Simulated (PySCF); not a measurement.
Working out the excitation energy of N

N [He] 2s2 2p3 (4S) → N [He] 2s1 2p4 (4P). All numbers are calculated (PySCF 2.14, the spin-free X2C one-electron Hamiltonian (Gaussian nucleus), in ANO-RCC-VTZP (4s3p2d1f, 30 functions)). Frozen: 1s2. Energies in hartree (1 hartree = 27.21139 eV):

| part | N (lower) | N (upper) |
| --- | --- | --- |
| UHF | -54.433556 | -54.031348 |
| CCSD correlation | -0.113330 | -0.113196 |
| (T) | -0.002507 | -0.003231 |

Question: What does Hartree-Fock give?

Answer: (-54.031348) − (-54.433556) = 0.402208 hartree = 10.945 eV.

Question: What do CCSD and CCSD(T) give?

Answer: The CCSD correlation energies differ by 0.000134 hartree = 0.004 eV and the triples by -0.000724 hartree = -0.020 eV, so CCSD gives 10.949 eV and CCSD(T) 10.929 eV.

Measured between the centres of the two terms (NIST): 10.927 eV, so CCSD(T) (valence) is off by 0.002 eV.

What remains against the reference includes basis incompleteness, the frozen core and higher excitations.
